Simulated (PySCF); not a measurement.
# Broadened absorption spectrum of C4H9NOSi

Compound: C4H9NOSi.
SMILES with atom numbers: `[CH3:1][C:2](=[O:3])[C@@H:4]1[CH2:5][NH:6][SiH2:7]1` (hydrogens: H8, H9, H10 on C1; H11 on C4; H12, H13 on C5; H14 on N6; H15, H16 on Si7)

Computed, not measured: TDDFT PBE0/def2-SVPD, vertical, gas phase, core orbitals frozen in the response in PySCF. The structure is a single GFN2-xTB conformer in the gas phase; no vibrational or solvent corrections. Torsions of this conformer, `[CH3:1][C:2](=[O:3])[C@@H:4]1[CH2:5][NH:6][SiH2:7]1`: C1–C2–C4–C5 -166°.

Computed states:

| state | E (eV) | f |
| --- | --- | --- |
| S1 | 4.56 | 0.0017 |
| S2 | 4.96 | 0.0035 |
| S3 | 5.57 | 0.0053 |
| S4 | 5.75 | 0.0035 |
| S5 | 6.25 | 0.0024 |
| S6 | 6.65 | 0.076 |
| S7 | 6.74 | 0.057 |
| S8 | 6.79 | 0.0026 |

Broadening: Gaussians 0.3 eV wide at half height, area fixed by f = 4.319×10⁻⁹ ∫ε dν̃. The cross-section is σ = 3.8235×10⁻²¹ ε cm², given in Mb (10⁻¹⁸ cm²). The width is an assumption, not a result. The curve ends short of the highest state used, and states not computed would add to its high-energy end.

Q: Give the broadened spectrum and its maxima.

A: 
(λ (nm), σ (Mb)): (200.4, 0.76), (202.2, 0.54), (204.1, 0.36), (205.9, 0.28), (207.8, 0.35), (209.6, 0.57), (211.4, 0.91), (213.3, 1.35), (215.1, 1.77), (216.9, 2.12), (218.8, 2.37), (220.6, 2.43), (222.5, 2.29), (224.3, 1.99), (226.1, 1.58), (228.0, 1.12), (229.8, 0.73), (231.7, 0.43), (233.5, 0.25), (235.3, 0.17), (237.2, 0.18), (239.0, 0.26), (240.9, 0.41), (242.7, 0.61), (244.5, 0.82), (246.4, 1.03), (248.2, 1.17), (250.0, 1.22), (251.9, 1.18), (253.7, 1.07), (255.6, 0.90), (257.4, 0.74), (259.2, 0.61), (261.1, 0.52), (262.9, 0.48), (264.8, 0.49), (266.6, 0.52), (268.4, 0.56), (270.3, 0.59), (272.1, 0.59), (274.0, 0.56), (275.8, 0.51), (277.6, 0.44), (279.5, 0.36), (281.3, 0.28), (283.2, 0.21), (285.0, 0.15), (286.8, 0.10), (288.7, 0.06), (290.5, 0.04), (292.3, 0.02), (294.2, 0.01), (296.0, 0.01), (297.9, 0.00), (299.7, 0.00), (301.5, 0.00)

Maxima: 271 nm (4.57 eV), ε about 160, made up of S1 (98%); 250 nm (4.96 eV), ε about 320, made up of S2 (100%); 220 nm (5.63 eV), ε about 640, made up of S3 (68%) and S4 (32%) (ε in L mol⁻¹ cm⁻¹; maxima over ε = 5, shares over 10%). At its high-energy end, 6.19 eV, the curve is still rising (ε about 200, from S5).

Q: On this curve, what absorbance would a 10⁻⁵ mol/L sample give at 222 nm over a 1 cm path?

A: 222 nm is 5.585 eV, where ε is about 610 L mol⁻¹ cm⁻¹, so A = ε c l ≈ 0.0061 (Beer–Lambert, with the gas-phase spectrum and the assumed width).

Q: Coming from long wavelengths, where does ε first pass 100 L mol⁻¹ cm⁻¹?

A: At about 279 nm (4.45 eV), 0.12 eV below S1.

Q: What would ε be at 5.63 eV, the highest of these maxima, with half the width (0.15 eV)?

A: About 740 L mol⁻¹ cm⁻¹ against 636, a factor of about 1.2; a lone state at its own centre would give exactly 2.
